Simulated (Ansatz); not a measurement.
```yaml
crystal:
  periodic: [false, false, false]
  atoms:
    - {symbol: C, position_ang: [-0.978012, -0.345462, 1.709354]}
    - {symbol: O, position_ang: [-0.668879, 0.510056, 0.791712]}
    - {symbol: Si, position_ang: [-0.172190, 0.093563, -0.583339]}
    - {symbol: C, position_ang: [1.400760, -0.572638, -0.471266]}
    - {symbol: N, position_ang: [-0.138640, 1.314273, -1.569269]}
    - {symbol: H, position_ang: [-1.467586, 0.134633, 2.443706]}
    - {symbol: H, position_ang: [-0.157538, -0.776591, 2.108424]}
    - {symbol: H, position_ang: [-1.578463, -1.076217, 1.355163]}
    - {symbol: H, position_ang: [-1.068930, -0.824751, -1.067787]}
    - {symbol: H, position_ang: [2.062000, 0.118159, -0.158011]}
    - {symbol: H, position_ang: [1.424165, -1.334531, 0.184689]}
    - {symbol: H, position_ang: [1.707311, -0.920865, -1.362667]}
    - {symbol: H, position_ang: [-0.927781, 1.722888, -1.831663]}
    - {symbol: H, position_ang: [0.551821, 1.930526, -1.522734]}
basis:
  gaussian: {orbitals: aug-pcseg-2, final_grid: {core_spheres: 1, valence_spheres: 1, degree: 5}}
hamiltonian: {xc: {name: PBE}}
scf: {lower_state_search: full}
```

```sh
$ ansatz run in.yaml --threads 4 --pin off --events-out ev --progress --plain --max-ram 10444MiB
```

It prints (some lines left out):

```
Functional definition: PBE
1674 factors; their error is unknown
mean field evaluation 1: about -13597.8369 eV, gradient 1.2e2 eV
mean field evaluation 2: about -13481.3738 eV, gradient 2.2e2 eV
mean field evaluation 4: about -13625.0811 eV, gradient 2.4e1 eV
mean field evaluation 8: about -13626.1110 eV, gradient 1.5e-1 eV
a density is far from that of the atoms, so the factors are made again for it
3347 factors; integrals over basis functions are off by at most 8.3e-4 eV
mean field -13617.15549670 eV, -500.4212344643 hartree, gradient 2.6e-5 eV, S^2 0.000000; 0 other end points of the search recorded, 0 dependent functions left out
reference -13617.15550433 eV, -500.4212347446 hartree; 25, 25 occupied and 416, 416 virtual orbitals, 3347 factors
Total energy: -13617.15550433 eV, -500.4212347446 hartree
```

Q: Something in this input is off. What?

A: The integration grid is far too coarse. The calculation finished and met its thresholds. The result belongs to that input, not to the molecule as meant.
